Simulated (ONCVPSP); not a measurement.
## chromium: one change to an ONCV potential, before and after

| Quantity | Value |
| --- | --- |
| Element | Cr |
| Generator | ONCVPSP 4.0.1 |
| Type | optimised norm-conserving Vanderbilt (ONCV) |
| Functional | PBE |
| Relativity | fully relativistic |
| Frozen core | [Ne] |
| Valence charge | 14 |
| Reference configuration | 3s2 3p6 3d3 (charge +3) |
| Partial waves | 3s: rc 0.85 bohr, ncon 4, nbas 7, qcut 7.6 1/bohr, 2 projectors, debl 1.2 Ha; 3p: rc 1.30 bohr, ncon 4, nbas 9, qcut 12.9 1/bohr, 2 projectors, debl 1 Ha; 3d: rc 1.30 bohr, ncon 5, nbas 9, qcut 10.4 1/bohr, 3 projectors, debl 0.6 Ha |
| Local potential | polynomial inside 0.65 bohr (lpopt 5, dvloc0 2 Ha) |
| Core correction | none |

Open shells are filled in proportion to 2j + 1.

In the s channel the program set the typed energies aside and used -4.141, 0.250 Ha. In the p channel the program set the typed energies aside and used -3.064, 0.250 Ha (j = l + 1/2; the other j can differ). In the d channel the program set the typed energies aside and used -1.436, 0.250, 0.850 Ha (j = l + 1/2; the other j can differ).

Change: s: rc 0.66.

Cutoffs: the cutoffs (Ha) at which the residual kinetic energy of the hardest occupied pseudo-wave falls to 1 and 0.1 mHa per electron; they do not see the model core or the augmentation charge, which bear on the density cutoff. Errors are all-electron minus pseudo energies relative to the spin-unpolarised reference configuration.

Task: What does the change do?

Result: The potential gets harder (143 Ha and 173 Ha → 267 Ha and 376 Ha); the bound ghosts move from d to d, s; the errors of the 4 common tests hardly move. A smaller radius makes the pseudo-wave follow the all-electron one further in, where it bends more sharply, so more plane waves are needed.

| quantity | base | changed |
| --- | --- | --- |
| cutoff, loose | 143 Ha | 267 Ha |
| cutoff, tight | 173 Ha | 376 Ha |
| loose cutoff by channel | s 143 Ha, p 26 Ha, d 51 Ha | s 267 Ha, p 26 Ha, d 51 Ha |
| bound ghosts | d5/2, d3/2 | s, d5/2, d3/2 |
| GHOST(+) flags under 300 eV | none | none |
| error for 3s2 3p6 3d5 4s1, meV [ΔE -53.70 eV] | +25 | +24 |
| error for 3s2 3p6 3d5, meV [ΔE -46.80 eV] | +36 | +35 |
| error for 3s2 3p6 3d4, meV [ΔE -30.75 eV] | +18 | +18 |
| error for 3s1 3p6 3d5 4s1, meV [ΔE 26.55 eV] | +33 | +35 |
| p3/2: phases at 1.32 bohr within 0.05 rad from the reference energy up to (Ha; the scan ends near 5) | to the end of the scan | to the end of the scan |
| p1/2: phases at 1.32 bohr within 0.05 rad from the reference energy up to (Ha; the scan ends near 5) | to the end of the scan | to the end of the scan |
| d5/2: phases at 1.32 bohr within 0.05 rad from the reference energy up to (Ha; the scan ends near 5) | to the end of the scan | to the end of the scan |
| d3/2: phases at 1.32 bohr within 0.05 rad from the reference energy up to (Ha; the scan ends near 5) | to the end of the scan | to the end of the scan |

 A true bound ghost makes a file unfit for plane-wave use even where its test errors are small: the radial tests pick states by their node count and pass the ghost by.
